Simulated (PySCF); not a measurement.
A PySCF script (with the pyscf-properties extension) for the NMR shieldings of `CC(C)[Si@H]1C[SiH2]C1=O`, C5H12OSi2, on a GFN2-xTB geometry:

```python
import basis_set_exchange as bse
import numpy as np
from pyscf import gto, dft
from pyscf.prop import nmr

atoms = """
C    -2.200395   -0.714452   -0.780420
C    -1.298583   -0.455648    0.423771
C    -1.298025    1.030106    0.778568
Si    0.474153   -1.093135    0.105193
C     1.434323   -0.077632   -1.217053
Si    2.533251    0.905278    0.012512
C     1.772745   -0.309010    1.342677
O     2.066310   -0.550033    2.486898
H    -3.214531   -0.368867   -0.583446
H    -1.828780   -0.188382   -1.657081
H    -2.241876   -1.775872   -1.013264
H    -1.716026   -1.001965    1.275894
H    -0.692967    1.215373    1.663815
H    -0.895575    1.622105   -0.041251
H    -2.311688    1.376109    0.979001
H     0.478232   -2.551646   -0.051183
H     0.815404    0.537014   -1.866574
H     2.018982   -0.710352   -1.881520
H     3.977233    0.827023   -0.193533
H     2.122666    2.294664    0.213960
"""
names = dict.fromkeys(["C", "Si", "O", "H"], "pcSseg-1")
basis = {el: gto.basis.parse(bse.get_basis(n, elements=[el], fmt="nwchem")) for el, n in names.items()}
mol = gto.M(atom=atoms, basis=basis, charge=0, verbose=0)
mf = dft.RKS(mol, xc="PBE0")
mf.grids.level = 2
mf.grids.alignment = dft.numint.BLKSIZE   # the property module wants whole blocks of grid points
mf.conv_tol = 1e-9
mf.kernel()

calc = nmr.RKS(mf)   # GIAO
C = mf.mo_coeff
Co = C[:, mf.mo_occ > 0]
resp = mf.gen_response(singlet=True, hermi=2)
def vind(x):   # induced exchange potential for any number of trial vectors
    d = np.einsum("pi,xij,qj->xpq", C, 2 * x.reshape(-1, C.shape[1], Co.shape[1]), Co, optimize=True)
    return np.einsum("xpq,pi,qj->xij", resp(d - d.transpose(0, 2, 1)), C, Co, optimize=True).ravel()
mo1, _ = nmr.rhf.solve_mo1(calc, with_cphf=vind)
sigma = calc.kernel(mo1)
for i, s in enumerate(sigma):   # ppm
    w = np.linalg.eigvalsh((s + s.T) / 2)
    print("%2d %-2s iso %8.1f  s11 %8.1f  s22 %8.1f  s33 %8.1f" % (i, mol.atom_pure_symbol(i), w.mean(), *w))
```

Question: What are the results?

Answer: 
```
 0 C  iso    167.1  s11    152.9  s22    160.2  s33    188.3
 1 C  iso    169.2  s11    164.8  s22    166.9  s33    175.8
 2 C  iso    166.9  s11    154.0  s22    160.0  s33    186.9
 3 Si iso    342.7  s11    242.2  s22    315.0  s33    470.7
 4 C  iso    198.4  s11    190.8  s22    201.0  s33    203.2
 5 Si iso    386.9  s11    270.5  s22    355.6  s33    534.7
 6 C  iso   -139.1  s11   -350.9  s22   -115.1  s33     48.6
 7 O  iso   -948.7  s11  -2597.7  s22   -550.5  s33    302.2
 8 H  iso     30.5  s11     26.3  s22     27.7  s33     37.4
 9 H  iso     30.7  s11     26.4  s22     30.3  s33     35.3
10 H  iso     30.5  s11     26.1  s22     27.9  s33     37.5
11 H  iso     30.6  s11     26.3  s22     28.0  s33     37.4
12 H  iso     30.7  s11     26.1  s22     28.6  s33     37.3
13 H  iso     30.6  s11     26.1  s22     30.9  s33     34.8
14 H  iso     30.5  s11     26.1  s22     27.9  s33     37.6
15 H  iso     26.6  s11     23.6  s22     24.4  s33     31.7
16 H  iso     30.8  s11     26.3  s22     29.3  s33     36.8
17 H  iso     30.8  s11     24.9  s22     27.9  s33     39.4
18 H  iso     26.8  s11     22.8  s22     24.9  s33     32.9
19 H  iso     26.9  s11     24.3  s22     24.7  s33     31.7
```

These numbers come from an equivalent density-fitted implementation of the same equations, which agrees with the script to about 0.01 ppm for H and up to a few tenths of a ppm for heavy atoms, so last digits may differ.

Question: Turn these shieldings into chemical shifts. Shifts are taken against calculated references (same method and geometry level): ¹³C (186.93 ppm) and ²⁹Si (349.16 ppm) and ¹H (31.72 ppm) against TMS; H2O for ¹⁷O (336.08 ppm).

Answer: Averaging equivalent atoms: C 6: 326.0; C 2: 20.0; C 0: 19.8; C 1: 17.8; C 4: -11.4; Si 3: 6.5; Si 5: -37.8; O 7: 1284.7; H 15: 5.12; H 18: 4.88; H 19: 4.83; H 8/9/10: 1.17; H 11: 1.16; H 12/13/14: 1.11; H 17: 0.96; H 16: 0.92 ppm. Unscaled 17O shifts of doubly bonded oxygen tend to come out too high, by tens of ppm or more. Experimental scales use liquid or dissolved standards, which lie at an offset from isolated H2O (liquid H2O: subtract about 36 ppm).

Size and cost of the density-fitted run: 210 basis functions, 2.1 min wall time on 1 thread of an Intel Xeon, shared host; peak memory 1 GiB.
